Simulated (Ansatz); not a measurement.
Species: HGeOBr, charge 0, singlet. HGeOBr (SMILES [OH][Ge][Br]).
B3LYP-D3(BJ)/def2-TZVP minimum from Ansatz (a program for electronic structure):
```
O
H 1 0.9656
Ge 1 1.7963 2 113.09
Br 3 2.3703 1 96.67 2 180.00
```

Total energies in cc-pVDZ, 18 correlated electrons, 29 frozen orbitals. Radicals and triplets start from unrestricted determinants; spin-orbit coupling is neglected. Correlated methods leave the cores frozen (noble-gas shells, and filled d and f shells in the p block). No relativity. Spin-orbit terms, left out, reach several kcal/mol for Br and I, and more for heavier atoms.

```tsv
method	program	energy (Eh)	minus CCSDT(Q) (mEh)
HF	Ansatz	-4723.23504	415.35
MP2	Ansatz	-4723.61508	35.31
CCSD	Ansatz	-4723.63740	12.99
CCSD(T)	Ansatz	-4723.64821	2.18
CCSDT(Q)	Ansatz	-4723.65039	0.00
```

Rough core times of Ansatz's runs on a shared machine: CCSD(T) under 20 s, CCSDT(Q) 40 s.
